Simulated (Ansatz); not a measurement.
Cost and result up the ladder for SiH2Me(vinyl) (C₃H₈Si) (12 atoms). Charge 0, multiplicity 1. Geometry: r2SCAN-D4/def2-SVP.

```xyz
12

C     1.545   -1.176    0.207
C    -1.223    0.223    0.134
C    -1.914    0.852   -0.829
Si    0.614    0.444    0.427
H     1.118    1.473   -0.537
H     0.843    0.948    1.819
H     2.620   -1.045    0.407
H     1.431   -1.557   -0.820
H     1.165   -1.945    0.899
H    -1.775   -0.472    0.785
H    -1.434    1.563   -1.513
H    -2.990    0.693   -0.978
```

Ansatz on 2 threads of Arm Neoverse V1 on a shared host. Times are rough, and most runs start from the orbitals of an earlier one. CAM-B3LYP-D4/def2-TZVP serves as the yardstick here, not as an exact answer. Differences are given only for rows in sets of like size (and for xTB, whose basis is part of the method), since another set adds its own error. Binding counts from free atoms at the same level (C triplet, Si triplet, H doublet; other spins of the atoms weren't run), without zero-point energy or a counterpoise term.

Correlated methods freeze 8 core orbitals.

Correlated methods converge slowly with the basis.

```json
{"level": "PBE0-D4/def2-TZVP", "functions": "178", "binding energy per atom (eV)": "3.89", "difference from CAM-B3LYP-D4/def2-TZVP (eV)": "-0.01"}
{"level": "CAM-B3LYP-D4/def2-TZVP", "functions": "178", "binding energy per atom (eV)": "3.90", "difference from CAM-B3LYP-D4/def2-TZVP (eV)": "0.00"}
{"level": "CCSD(T)/def2-TZVP", "functions": "178", "binding energy per atom (eV)": "3.76", "difference from CAM-B3LYP-D4/def2-TZVP (eV)": "-0.14"}
{"level": "BHLYP-D4/def2-TZVP", "functions": "178", "binding energy per atom (eV)": "3.82", "difference from CAM-B3LYP-D4/def2-TZVP (eV)": "-0.08"}
{"level": "PBE-D4/def2-SVP", "functions": "100", "binding energy per atom (eV)": "3.95", "difference from CAM-B3LYP-D4/def2-TZVP (eV)": "–"}
{"level": "r2SCAN-D4/def2-TZVP", "functions": "178", "binding energy per atom (eV)": "3.89", "difference from CAM-B3LYP-D4/def2-TZVP (eV)": "-0.01"}
{"level": "PBE0-D4/def2-SVP", "functions": "100", "binding energy per atom (eV)": "3.91", "difference from CAM-B3LYP-D4/def2-TZVP (eV)": "–"}
{"level": "r2SCAN0-D4/def2-TZVP", "functions": "178", "binding energy per atom (eV)": "3.86", "difference from CAM-B3LYP-D4/def2-TZVP (eV)": "-0.04"}
{"level": "PBE-D4/def2-TZVP (with forces)", "functions": "178", "binding energy per atom (eV)": "3.93", "difference from CAM-B3LYP-D4/def2-TZVP (eV)": "0.03"}
```

Question: Estimate how long each takes.

Answer: PBE-D4/def2-SVP 1.2 s; PBE0-D4/def2-SVP 1.4 s; BHLYP-D4/def2-TZVP 2.6 s; PBE-D4/def2-TZVP (with forces) 2.7 s; PBE0-D4/def2-TZVP 2.9 s; CAM-B3LYP-D4/def2-TZVP 3 s; r2SCAN-D4/def2-TZVP 4 s; r2SCAN0-D4/def2-TZVP 4.5 s; CCSD(T)/def2-TZVP 42 s. On shared hardware such times vary by a factor of up to 3.
